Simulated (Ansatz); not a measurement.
```yaml
crystal:
  periodic: [false, false, false]
  atoms:
    - {symbol: O, position_ang: [-1.777244, 0.351677, 1.087567]}
    - {symbol: Ga, position_ang: [-0.221226, -0.481746, 0.728024]}
    - {symbol: O, position_ang: [1.211875, -0.084010, 1.744297]}
    - {symbol: O, position_ang: [-0.286195, -2.103383, -0.053736]}
    - {symbol: P, position_ang: [0.432600, 0.885778, -1.355224]}
    - {symbol: H, position_ang: [-1.725670, 0.896459, 1.875462]}
    - {symbol: H, position_ang: [1.801270, -0.833075, 1.852677]}
    - {symbol: H, position_ang: [-1.183691, -2.431308, -0.138640]}
    - {symbol: H, position_ang: [0.683725, 2.265413, -1.214217]}
    - {symbol: H, position_ang: [1.596465, 0.531641, -2.066798]}
    - {symbol: H, position_ang: [-0.466610, 0.945352, -2.438812]}
basis:
  gaussian: {orbitals: cc-pVTZ, fitting: {mean_field: cc-pVTZ-jkfit}}
hamiltonian: {xc: {name: PBEsol}, dispersion: d3bjatm}
accuracy: high
output: {forces: true}
```

```sh
$ ansatz run in.yaml --threads 8 --pin off --events-out ev --progress --plain --max-ram 20889MiB
```

It prints (some lines left out):

```
Functional definition: PBEsol
745 factors; integrals over basis functions are off by at most 7.3e-1 eV
mean field evaluation 1: about -67797.6909 eV, gradient 1.1e2 eV
mean field evaluation 2: about -67599.9494 eV, gradient 2.8e2 eV
mean field evaluation 4: about -67816.2504 eV, gradient 2.3e1 eV
mean field evaluation 8: about -67817.2400 eV, gradient 1.5e-1 eV
mean field evaluation 16: about -67817.2429 eV, gradient 8.6e-5 eV
mean field -67817.24290065 eV, -2492.2377084206 hartree, gradient 1.5e-8 eV, S^2 0.000000; 0 other end points of the search recorded, 0 dependent functions left out
reference -67817.24290575 eV, -2492.2377086082 hartree; 38, 38 occupied and 213, 213 virtual orbitals, 745 factors
Total energy: -67817.33902857 eV, -2492.2412410564 hartree
Atom 0 at    -1.777244     0.351677     1.087567 Å, force    -0.161400    -0.295178    -0.530811 eV/Å
Atom 1 at    -0.221226    -0.481746     0.728024 Å, force    -0.006993    -0.015686     0.023006 eV/Å
Atom 2 at     1.211875    -0.084010     1.744297 Å, force    -0.281754     0.562246    -0.006044 eV/Å
Atom 3 at    -0.286195    -2.103383    -0.053736 Å, force     0.619920     0.101693    -0.023720 eV/Å
Atom 4 at     0.432600     0.885778    -1.355224 Å, force    -0.158508    -0.332533     0.506787 eV/Å
Atom 5 at    -1.725670     0.896459     1.875462 Å, force     0.090468     0.330171     0.498594 eV/Å
Atom 6 at     1.801270    -0.833075     1.852677 Å, force     0.336398    -0.501471     0.030099 eV/Å
Atom 7 at    -1.183691    -2.431308    -0.138640 Å, force    -0.583662    -0.154406    -0.032500 eV/Å
Atom 8 at     0.683725     2.265413    -1.214217 Å, force     0.066439     0.318144    -0.007380 eV/Å
Atom 9 at     1.596465     0.531641    -2.066798 Å, force     0.259045    -0.051286    -0.189961 eV/Å
Atom 10 at    -0.466610     0.945352    -2.438812 Å, force    -0.179952     0.038304    -0.268071 eV/Å
Dipole moment:     0.162489     0.340800    -0.518696 e Å
```

Hardware: 8 threads of an AMD EPYC on a shared host. Wall time 6.5 s, peak host memory 0.53 GiB.
